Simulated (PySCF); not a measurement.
Computed IR spectrum (relative IR intensity) of a molecule C4H7F. Coordinates come from a PBE-D3(BJ)/def2-SVP optimisation. One conformer was computed; it need not be the lowest. Calculation: PBE-D3(BJ)/def2-SVP (PySCF 2.14.0). Frequencies are harmonic and unscaled.

Lines under 2 % of the strongest are left out, and lines within 2 cm⁻¹ are merged.

ν (cm⁻¹): 268 (vw), 332 (vw), 419 (w), 573 (w), 662 (m), 801 (w), 905 (vs), 977 (m), 987 (m), 1030 (m), 1090 (m), 1141 (vs), 1248 (w), 1287 (w), 1315 (m), 1336 (m), 1366 (m), 1405 (w), 1420 (w), 1676 (w), 2921 (s), 2980 (m), 3077 (w), 3080 (m), 3083 (m), 3092 (w), 3188 (w) (against the strongest line: vs over 80 %, s over 45 %, m over 15 %, w over 4 %, vw less)

Question: Identify the compound among the candidates.
A) C[C@H]1C[C@@H]1F
B) FC1CCC1
C) CC(C)=CF
D) C=C[C@H](C)F

Answer: D, C=C[C@H](C)F
